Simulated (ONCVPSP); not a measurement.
# Reading a pseudo-wave (neon)

Columns: radius, all-electron u(r) and pseudo u(r) of the 2p shell (level -32.44 eV) of neon in the configuration [He] 2s2 2p5; LDA (Perdew-Wang 92), scalar-relativistic, ONCV scheme, ONCVPSP 4.0.1.

| r (bohr) | all-electron | pseudo |
| --- | --- | --- |
| 0.075 | 0.1215 | 0.0415 |
| 0.150 | 0.3459 | 0.1581 |
| 0.225 | 0.5665 | 0.3299 |
| 0.300 | 0.7455 | 0.5288 |
| 0.375 | 0.8745 | 0.7246 |
| 0.450 | 0.9569 | 0.8914 |
| 0.525 | 1.0001 | 1.0115 |
| 0.600 | 1.0129 | 1.0788 |
| 0.675 | 1.0028 | 1.0956 |
| 0.750 | 0.9765 | 1.0721 |
| 0.825 | 0.9391 | 1.0212 |
| 0.900 | 0.8943 | 0.9556 |
| 0.975 | 0.8453 | 0.8854 |
| 1.050 | 0.7942 | 0.8170 |
| 1.125 | 0.7424 | 0.7536 |
| 1.200 | 0.6912 | 0.6957 |
| 1.275 | 0.6414 | 0.6427 |
| 1.350 | 0.5933 | 0.5936 |
| 1.425 | 0.5475 | 0.5475 |
| 1.500 | 0.5041 | 0.5041 |
| 1.575 | 0.4633 | 0.4633 |
| 1.650 | 0.4250 | 0.4250 |
| 1.725 | 0.3893 | 0.3892 |
| 1.800 | 0.3560 | 0.3560 |
| 1.875 | 0.3252 | 0.3252 |
| 1.950 | 0.2967 | 0.2967 |

Problem. How many radial nodes do the two functions have?

Solution. The all-electron 2p function has n − l − 1 = 0; the pseudo-wave has 0.

Problem. At about which radius was the pseudo-wave matched?

Solution. 1.50 bohr. The columns agree to 0.0005 from 1.35 bohr on; several derivatives are matched, so the curves merge somewhat inside the radius.

Problem. Where does each function peak?

Solution. Outermost all-electron maximum near 0.60 bohr, pseudo maximum near 0.68 bohr (to the table’s step).

Problem. Is the pseudo-wave norm-conserving?

Solution. Yes: the ONCV scheme keeps the norm inside the radius equal to the all-electron one, which fixes the energy derivative of the logarithmic derivative at the level.
